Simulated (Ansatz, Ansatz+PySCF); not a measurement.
```xyz
2

Ag    0.0000    0.0000   -0.0365
H     0.0000    0.0000    1.7149
```

Basis set: def2-SVP (spherical functions, with the set's core potentials past Kr). All electrons outside the core potentials are correlated. Charge 0, multiplicity 1.

Computed with Ansatz (development build ahead of 0.2.0); each method stands on the lowest determinant of its kind that the runs found. Restricted open shells among the atoms or ions are ROHF, correlated in semicanonical orbitals with singles.

The atomization energy at this shape (free ground-state atoms in the same class of orbitals less the molecule, no zero-point energy) of singlet AgH:

| method | atomization energy |
| --- | --- |
| RHF-MP2 | 187.9 kJ/mol |
| RHF | 111.4 kJ/mol |

Task: What does RHF-CCSD(T) give?

Result: 208.3 kJ/mol.
